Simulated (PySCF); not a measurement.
BBr2, SMILES Br[B]Br, multiplicity 2. Atoms are numbered in the order given.

```xyz
3

Br     0.0000    -1.6871     0.0566
B      0.0000     0.0000    -0.7927
Br     0.0000     1.6871     0.0566
```
Charge 0, spin multiplicity 2.

Coordinates come from a B3LYP-D3(BJ)/def2-TZVP optimisation. The isomer is the one that the SMILES or the coordinates give; other isomers of the formula were not compared.

Method: TDA-ωB97X/def2-SVPD run with PySCF.

Vertical excitations. The molecule is in vacuum.

```tsv
state	energy (eV)	λ (nm)	f	main pairs
root 1	1.99	624	0.004	α HOMO→LUMO 97 %
root 2	4.93	252	0.003	β HOMO→LUMO 92 %
root 3	5.20	238	0.000	α HOMO−1→LUMO 10 %, β HOMO−1→LUMO 87 %
root 4	5.32	233	0.000	α HOMO−1→LUMO 86 %, β HOMO−1→LUMO 10 %
root 5	5.45	227	0.003	α HOMO→LUMO+3 42 %, α HOMO→LUMO+1 29 %, α HOMO→LUMO+8 16 %
root 6	5.47	226	0.014	α HOMO−2→LUMO 70 %, β HOMO−1→LUMO+1 24 %
root 7	5.79	214	0.000	β HOMO→LUMO+1 96 %
root 8	6.08	204	0.014	α HOMO→LUMO+3 26 %, α HOMO→LUMO+1 20 %, α HOMO−3→LUMO 17 %, α HOMO→LUMO+4 6 %, β HOMO−2→LUMO 24 %
root 9	6.16	201	0.008	β HOMO−3→LUMO 91 %
root 10	6.18	201	0.000	α HOMO−3→LUMO 36 %, α HOMO→LUMO+3 20 %, α HOMO→LUMO+1 18 %, β HOMO−2→LUMO 13 %, β HOMO−3→LUMO+1 5 %
```
Unrestricted roots are not spin-pure.
